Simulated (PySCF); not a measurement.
## ClPbN: from structure and modes to constants

All numbers come from PBE0/[Pb def2-TZVP with ECP60, N def2-TZVP, Cl def2-TZVP], scalar-relativistic core potentials, density fitting, no spin–orbit coupling, PySCF.

The singlet minimum has C∞v symmetry. Masses (u): Pb 207.97664, N 14.00307, Cl 34.96885.

```xyz
3
charge 0 multiplicity 1, angstrom
Pb    0.0000    0.0000   -0.2228
N     0.0000    0.0000   -2.1038
Cl    0.0000    0.0000    2.1666
```

Harmonic wavenumbers (cm⁻¹): 81.7 (π, ×2), 332.5 (σ+, ×1), 779.5 (σ+, ×1).

(1) Find the principal moments of inertia and the rotational constants. What kind of rotor is it?

(2) What is the harmonic zero-point energy?

(3) Find the vibrational entropy and heat capacity at 298.15 K.

(4) Give the standard entropy (298.15 K, 1 bar) by its translational, rotational, vibrational and spin parts, and Cp.

## Answers

(1) About the centre of mass I = 236.45 u Å². With B = 16.8576/I this gives 0.07129 cm⁻¹. The molecule is linear.

(2) Half the sum of all 4 wavenumbers, 1275/2 = 638 cm⁻¹, which is 7.6 kJ/mol (1 cm⁻¹ = 0.0119627 kJ/mol).

(3) With u = 1.43878 ω/T, each mode gives S = R[u/(eᵘ−1) − ln(1−e⁻ᵘ)] and C = R u² eᵘ/(eᵘ−1)².
```tsv
ω (cm⁻¹)	u	S (J/(mol K))	C (J/(mol K))
81.7 (×2)	0.394	16.11	8.21
332.5	1.605	5.22	6.74
779.5	3.762	0.94	2.87
```
The sums over all modes are S = 38.4 and C = 26.0 J/(mol K); the softest mode gives 42 % of the entropy (each member, where degenerate).

(4) Sackur–Tetrode with M = 256.95 u gives 178.1; rotation with symmetry number 1 gives 74.6; vibration 38.4; spin R ln 1 = 0.0. The total is 291.1 J/(mol K), and Cp = 7/2 R + 26.0 = 55.1 J/(mol K).

This need not be the most stable arrangement of these atoms. With an element this heavy the missing spin–orbit coupling can shift these numbers.
